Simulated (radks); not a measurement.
Problem. Pb XXIII, 60 electrons, occupied as [Kr] 4d10 4f13 5s1. All-electron calculation, non-relativistic Kohn-Sham, LDA (Slater exchange, Perdew-Wang correlation), spin-unpolarised, spherical densities, point nucleus; relativity is left out, which matters for an element this heavy. Program: a radial shooting solver on a logarithmic mesh with Libxc functionals. Some entries of the table are withheld. Estimate them.

orbital  occ.  eigenvalue (Ry)  <r^2> (bohr^2)
1s          2        -5843.761       0.0004556
2s          2        -1018.756        0.007061
2p          6        -982.9346        0.005200
3s          2        -273.3028         0.04335
3p          6        -256.2083         0.03979
3d         10              (1)         0.03047
4s          2        -90.35570          0.2002
4p          6              (2)          0.2029
4d         10        -68.84790          0.2062
4f         13        -49.88931          0.2051
5s          1        -42.22114          0.7489

Solution. 
(1) 3d eigenvalue (Ry): -224.2296
(2) 4p eigenvalue (Ry): -82.80806
